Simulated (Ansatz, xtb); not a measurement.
# Isomers of C4H9AlO in order of energy

3 gas-phase structures of C4H9AlO, from a drawn sample of its isomers (lower ones may exist). Each was relaxed with GFN2-xTB; where two conformers were screened, the lower at r2SCAN-D4/def2-SVP//GFN2-xTB is listed:

A. `C=[C](C)[AlH][O]C`, a singlet
B. `[AlH3-][O+]1CC=CC1`, a singlet
C. `CO/C=[C](\C)[AlH2]`, a singlet

Q: Which do you expect lowest at r2SCAN-D4/def2-SVP//GFN2-xTB, and how would the others follow?

A: Calculated order at r2SCAN-D4/def2-SVP//GFN2-xTB: A (0.0), B (141.3), C (147.1) kJ/mol.

Energies above the lowest of each column, in kJ/mol; the last columns are at r2SCAN-D4/def2-SVP geometries:

```
structure  GFN2-xTB  HF/STO-3G  r2SCAN-D4/def2-SVP//GFN2-xTB  r2SCAN-D4/def2-SVP  CCSD(T)/def2-SVP + ΔMP2/def2-TZVPP
        A       0.0        0.0                           0.0                 0.0                                 0.0
        B      20.2       25.8                         141.3               139.4                               156.1
        C     163.9       78.4                         147.1               153.3                               174.5
```

Every level run on A puts it lowest or level with the lowest. Flexible structures stand in one conformer each, not always the lowest. The ΔMP2 step shifts differences by up to 21.9 kJ/mol, which makes them less sure. ΔMP2 is the change of the MP2 energy from the smaller to the larger basis.

Programs: Ansatz 0.2.0, xtb 6.7.1.
